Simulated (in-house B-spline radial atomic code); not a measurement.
F⁵⁺. Computed with a B-spline radial atomic code. Model: all-electron spherical atom, spin shells full or empty, radial basis limit, no spin-orbit coupling: exact exchange with a local potential (Slater, KLI or optimised effective potential, whose far tail is KLI's), no correlation.

The run also made RPA and GW results, which its time includes.

The Slater potential averages the orbital exchange potentials with the orbital densities as weights, KLI adds orbital constants, and the optimised effective potential minimises the exact-exchange energy among local potentials. So their energies lie above Hartree-Fock in the order OEP, KLI, Slater. All fall off as −1/r, unlike LDA and GGA exchange.

Command:
```bash
python run_gw.py task.json out
```
Settings (lengths in bohr, energies in hartree):
```
Z                      9
electrons              4
configuration          [He] 2s2
hamiltonian            nr
method                 oep
lmax                   9
spin_polarised         False
box_radius             10.43
intervals              62
ion_configuration      [He] 2s1
```

Cost of the run: 1.6 s on 1 thread of Intel(R) Xeon(R) Platinum 8488C (Sapphire Rapids), with other jobs on the host.

Given: hamiltonian non-relativistic; mean-field start exchange-only OEP.

Computed: energy above Hartree-Fock 0.80921 millihartree; virial ratio -E/T less 1 0.

```tsv
radius (bohr)	r times exchange potential (hartree bohr)
0.00556	-0.042137
0.00655	-0.049603
0.00773	-0.058484
0.00912	?
0.0108	-0.081448
0.0127	?
0.015	-0.11247
0.0177	-0.1321
0.0208	-0.15432
0.0246	-0.181
0.029	-0.21109
0.0342	-0.24539
0.0404	-0.28441
0.0476	-0.32704
0.0562	-0.37401
0.0663	-0.42373
0.0782	-0.47479
0.0922	-0.52525
0.109	-0.57299
0.128	-0.6127
0.151	-0.64339
0.179	-0.66017
0.211	-0.65536
0.249	-0.61491
0.293	-0.51993
0.346	-0.40446
0.408	-0.46445
0.481	-0.63726
0.568	-0.75718
0.67	-0.83469
0.79	-0.89497
0.932	-0.94169
1.1	-0.97261
1.3	-0.98954
1.53	-0.99684
1.81	-0.99914
2.13	-1.0001
```

Q: What belongs in the row 0.00912?

A: r times exchange potential (hartree bohr): -0.068908.

Q: What belongs in the row 0.0127?

A: r times exchange potential (hartree bohr): -0.095541.

```json
{"occupied": "1s", "level (hartree)": "-30.674", "Hartree-Fock level (hartree)": "-32.065"}
{"occupied": "2s", "level (hartree)": "-5.6655", "Hartree-Fock level (hartree)": "-5.6655"}
```

| empty | level (hartree) |
| --- | --- |
| 2p | -5.0728 |
| 3s | ? |
| 3p | -2.1419 |
| 3d | -2.0275 |

Q: What belongs in the row 3s?

A: level (hartree): -2.3024.
